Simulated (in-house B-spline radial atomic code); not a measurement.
A calculation on Sn19+: its settings, and results tabulated from the run. Computed with a radial B-spline atomic code at the basis-set limit: scalar-relativistic (X2C) LDA VWN5, spin-polarised, spherical fractional occupations, Fermi nucleus of rms radius 4.6519 fm.

Command:
```bash
python run_scf.py task.json out
```
Settings (nuclear radius in fm, mass in u):
```
Z                50
configuration    [Ar] 3d10 4s2 4p1
hamiltonian      x2c
method           lda,vwn
spin_polarised   True
nucleus          fermi
rms_radius       4.6519
atomic_mass      119.9022
speed_of_light   137.035999084
```

Output (hartree, bohr):
```
 radial grid: 61 intervals, B-splines of order 8, outer radius 5.2792 bohr

 iter        energy (Eh)    residual
    1       -5957.828493    3.53e+00
    2       -6011.876354    1.42e+00
    3       -6020.362307    4.56e-01
    4       -6021.315143    1.47e-01
    5       -6021.400526    5.63e-02
    6       -6021.417343    1.10e-03
    7       -6021.417347    1.22e-05
    8       -6021.417347    3.47e-07

 total energy                     -6021.41735
 kinetic                            6346.7663
 electron-nucleus                 -14005.3704
 Hartree                            1779.6158
 exchange-correlation               -142.4290

 orbital      occ     eigenvalue          <r>       <r^2>       <1/r>       r_max
 1s up      1.000     -1082.5714    0.0285037   0.0011099     55.4333     0.01811
 1s down    1.000     -1082.5543    0.0285035  0.00110989     55.4338     0.01811
 2s up      1.000      -179.8169     0.124995   0.0184798     12.5831      0.1061
 2s down    1.000      -179.8057     0.124994   0.0184793     12.5831      0.1061
 2p up      3.000      -163.6607     0.109208   0.0145714     11.7108     0.08459
 2p down    3.000      -163.6452      0.10921   0.0145717     11.7105     0.08459
 3s up      1.000       -49.3097     0.335982    0.129041     4.45175      0.3063
 3s down    1.000       -49.2898     0.335871     0.12894     4.45277      0.3063
 3p up      3.000       -44.0040     0.333007    0.128558     4.17233      0.2988
 3p down    3.000       -43.9822     0.332867    0.128429     4.17358      0.2989
 3d up      5.000       -35.8552     0.307696    0.111799       3.935      0.2475
 3d down    5.000       -35.8342     0.307503    0.111627     3.93656      0.2475
 4s up      1.000       -20.9104     0.720896    0.582986     1.99613      0.6962
 4s down    1.000       -20.8013     0.720728    0.582904     1.99763      0.6955
 4p up      1.000       -19.0322     0.743829    0.624163     1.87422      0.7171

 Slater integrals (Eh)
   F0(4s up,4s up)               1.242724
   F0(4s up,4s down)             1.242875
   F0(4s up,4p up)               1.222974
   G1(4s up,4p up)               0.833066
   F0(4s down,4s down)           1.243027
   F0(4s down,4p up)             1.223111
   F0(4p up,4p up)               1.204721
   F2(4p up,4p up)               0.634063
```

Run time, properties included: 0.2 s on 1 thread of Arm Neoverse V2 (shared host).

One-electron X2C: radii and densities carry no picture-change correction, so inner-shell <1/r> comes out high (for 1s by about 2 % at Z = 33, 5 % at 54, 10 % at 75, 30 % at 118) and <r> low.
